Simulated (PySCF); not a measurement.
SbCl₂, SMILES [Cl][Sb+][Cl] (connectivity only; charge and spin as stated), charge +1, multiplicity 1.

The structure is a stationary point at PBE-D3(BJ)/def2-TZVP. The spin state was assumed, not searched. The isomer is the one that the SMILES or the coordinates give; other isomers of the formula were not compared. The def2 effective core potentials stand for the cores of Sb; spin–orbit coupling is left out.

All values below come from PySCF with PBE-D3(BJ)/def2-TZVP.

Frequencies are harmonic and unscaled.

Problem. List the normal modes with their intensities. (The exact figures need the calculation; the answer reports its results.)

Solution. 
```tsv
mode	ν (cm⁻¹)	IR (km/mol)	moving atoms (share of kinetic energy)
1	135	1.6	Cl 83 %, Sb 17 %
2	405	55.8	Cl 74 %, Sb 26 %
3	413	16.1	Cl 80 %, Sb 20 %
```
